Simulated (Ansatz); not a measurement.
**A relaxation, step by step**

SnH6O3, singlet, PBE0-D4/def2-TZVP (Ansatz 0.2.0). Settings:

```yaml
hamiltonian: {xc: pbe0, dispersion: d4}
relax: {f_tol: 0.005, max_steps: 200}
```

Start, a step off a saddle point along its unstable mode:

Sn1  (-0.643, -0.805, -0.657)
O2  (1.371, -0.554, -0.360)
H3  (-0.385, -1.830, -1.979)
H4  (-1.354, -1.663, 0.646)
H5  (-1.530, 0.572, -1.167)
H6  (0.906, 0.341, 0.606)
O7  (0.190, 0.725, 1.049)
O8  (-0.017, 2.060, 0.581)
H9  (1.935, -1.285, -0.061)
H10  (-0.472, 2.441, 1.343)
(Å)

```
step  energy less the last (meV)  largest force component (eV/Å)
   1                       877.8                           4.841
   3                       258.6                           1.252
   5                       133.7                           0.326
   7                       111.6                           0.233
   9                       100.1                           0.237
  11                        93.7                           0.069
  13                        91.0                           0.076
  15                        87.7                           0.082
  17                        74.5                           0.201
  19                        62.1                           0.171
  21                        35.5                           0.234
  23                        11.9                           0.535
  25                         0.4                           0.058
  27                         0.1                           0.012
  29                         0.0                           0.004
```

Step 3, positions (Å) and forces (eV/Å):

```
atom       x       y       z      Fx      Fy      Fz
 Sn1  -0.631  -0.942  -0.768   0.197  -0.234  -0.106
  O2   1.316  -0.556  -0.363   0.078  -0.425  -0.279
  H3  -0.506  -2.072  -2.064   0.003   0.047   0.053
  H4  -1.260  -1.744   0.596  -0.067   0.076  -0.024
  H5  -1.340   0.498  -1.309   0.045  -0.025   0.106
  H6   0.909   0.489   0.719  -0.821   0.486   0.760
  O7   0.129   0.871   1.271   0.652  -0.018  -0.714
  O8  -0.072   2.171   0.667  -0.320   0.101   1.252
  H9   1.849  -1.349  -0.225  -0.135   0.261  -0.077
 H10  -0.393   2.635   1.475   0.367  -0.270  -0.971
```

Step 9, positions (Å) and forces (eV/Å):

| atom | x | y | z | Fx | Fy | Fz |
| --- | --- | --- | --- | --- | --- | --- |
| Sn1 | -0.631 | -1.131 | -0.883 | -0.011 | 0.010 | 0.006 |
| O2 | 1.208 | -0.555 | -0.370 | 0.032 | -0.016 | -0.002 |
| H3 | -0.422 | -2.231 | -2.177 | 0.011 | 0.007 | 0.010 |
| H4 | -1.327 | -1.900 | 0.467 | 0.000 | -0.006 | -0.007 |
| H5 | -1.379 | 0.314 | -1.345 | -0.019 | -0.003 | -0.011 |
| H6 | 0.754 | 0.617 | 0.924 | 0.029 | -0.048 | -0.017 |
| O7 | 0.057 | 1.017 | 1.483 | -0.016 | -0.038 | 0.038 |
| O8 | -0.194 | 2.242 | 0.799 | 0.038 | 0.237 | 0.176 |
| H9 | 1.858 | -1.259 | -0.369 | -0.015 | 0.022 | 0.007 |
| H10 | 0.074 | 2.887 | 1.471 | -0.049 | -0.164 | -0.199 |

Step 21, positions (Å) and forces (eV/Å):

| atom | x | y | z | Fx | Fy | Fz |
| --- | --- | --- | --- | --- | --- | --- |
| Sn1 | -0.672 | -0.973 | -0.931 | -0.009 | 0.010 | 0.000 |
| O2 | 1.148 | -0.387 | -0.363 | 0.022 | 0.008 | 0.048 |
| H3 | -0.371 | -2.253 | -2.031 | -0.007 | 0.013 | 0.018 |
| H4 | -1.486 | -1.533 | 0.455 | 0.002 | 0.040 | -0.014 |
| H5 | -1.371 | 0.371 | -1.689 | 0.024 | -0.008 | 0.011 |
| H6 | 1.003 | 0.537 | 1.133 | -0.056 | 0.039 | -0.020 |
| O7 | 0.594 | 1.108 | 1.822 | -0.135 | 0.088 | -0.120 |
| O8 | -0.484 | 1.672 | 1.060 | 0.234 | 0.003 | 0.111 |
| H9 | 1.783 | -1.105 | -0.342 | 0.004 | -0.023 | -0.037 |
| H10 | -0.145 | 2.562 | 0.885 | -0.080 | -0.171 | 0.003 |

Last step (29):

```csv
atom,x (Å),y (Å),z (Å)
Sn1,-0.6599,-0.8558,-0.8622
O2,1.2042,-0.4156,-0.2979
H3,-0.4230,-2.1741,-1.9361
H4,-1.5574,-1.3347,0.4965
H5,-1.2398,0.5069,-1.6909
H6,1.1310,0.5760,1.1371
O7,0.6876,1.1828,1.7722
O8,-0.5396,1.3883,1.0753
H9,1.8125,-1.1484,-0.4085
H10,-0.4156,2.2746,0.7146
```

The run took about 43 s on 8 CPU threads of an Arm Neoverse V1 (shared host).
